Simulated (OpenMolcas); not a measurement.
Os4+ among 8 point charges of -0.96 e arranged as a cube (Oh), 1.93 Å from the ion.
```
   1.1143    1.1143    1.1143  -0.96
   1.1143    1.1143   -1.1143  -0.96
   1.1143   -1.1143    1.1143  -0.96
   1.1143   -1.1143   -1.1143  -0.96
  -1.1143    1.1143    1.1143  -0.96
  -1.1143    1.1143   -1.1143  -0.96
  -1.1143   -1.1143    1.1143  -0.96
  -1.1143   -1.1143   -1.1143  -0.96
```

| Quantity | Value |
| --- | --- |
| Program | OpenMolcas 26.06 |
| Method | CASSCF |
| Basis | ANO-RCC-VDZP [7s6p4d2f1g] |
| Scalar Hamiltonian | DKH2, point nucleus |
| Active space | 4 electrons in 5 orbitals (5d) |
| State averaging | 2S+1 = 5 even, 5 roots; 2S+1 = 3 even, 45 roots; 2S+1 = 1 even, 50 roots |
| Spin-orbit coupling | RASSI with atomic mean-field integrals over the reference wave functions |

What is the spin-free ground state (labels of O, the rotations of Oh)?

5T2, 3-fold in its orbital part, 100 % from free-ion D terms; it has the highest spin that d4 allows.

Where is the first state of the same spin?

5E at 5930 cm-1 above the ground state.

What are the lowest two levels with spin-orbit coupling?

A 1-fold level A1, then a 3-fold level T1 4567 cm-1 above it. Their leading multiplicities are 5 (63 %) and 5 (84 %).

What is χT at 300 K?

0.06 cm3 K/mol.

Which ligand-field parameters describe the states?

A least-squares ligand-field fit to the states below 45000 cm-1, each weighted by its degeneracy and with a free common offset, gives 10Dq = -6195 cm-1 (negative for this site), B = 857 cm-1 and C = 3513 cm-1 (C/B = 4.10), with an rms deviation of 65 cm-1. 

Spin-orbit coupling mixes the spin-free states strongly: the lowest level takes only 50 % from its leading state, 5T2. Without dynamic correlation the repulsion within the d shell is too large (B by tens of per cent), so at a given field states of lower spin stand too high. Point charges give a weaker field than real ligands, and real ions of this kind are as a rule low spin; the high spin found here belongs to the model. Point charges carry no covalency, so the field is a model and not that of real ligands. No measured value stands beside these numbers.
